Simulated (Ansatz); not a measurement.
H4OSn (SMILES [OH][SnH3]) moved off its minimum; all values from Ansatz (a program for electronic structure), cores frozen in correlated methods. Elements past Kr take the def2 small-core potentials, without spin–orbit coupling.
(charge 0, multiplicity 1)
```xyz
6

Sn    -0.32480     0.01693    -0.01937
O      1.66407    -0.27854     0.53175
H     -0.54565     1.63856    -0.72506
H     -1.04945    -0.15611     1.36765
H     -0.45265    -1.21345    -1.08453
H      2.27144    -0.03630    -0.04300
```

Forces at B3LYP/def2-TZVPP (eV/Å):

```json
[
 {"atom": "Sn1", "Fx": "2.834", "Fy": "1.429", "Fz": "-1.199"},
 {"atom": "O2", "Fx": "-5.763", "Fy": "-1.445", "Fz": "4.117"},
 {"atom": "H3", "Fx": "0.118", "Fy": "-0.796", "Fz": "0.302"},
 {"atom": "H4", "Fx": "-1.119", "Fy": "-0.238", "Fz": "1.995"},
 {"atom": "H5", "Fx": "-0.404", "Fy": "-0.791", "Fz": "-0.874"},
 {"atom": "H6", "Fx": "4.335", "Fy": "1.841", "Fz": "-4.341"}
]
```

Q: Give the forces (eV/Å), the total energy and the dipole at CCSD(T)/def2-TZVPPD.

A: 
```
atom      Fx      Fy      Fz
----  ------  ------  ------
Sn1    3.097   1.522  -1.228
O2    -5.877  -1.416   4.083
H3     0.104  -0.742   0.276
H4    -1.263  -0.269   2.214
H5    -0.444  -0.935  -1.002
H6     4.382   1.839  -4.344
```
Energy -290.9487 hartree, dipole 2.37 D.
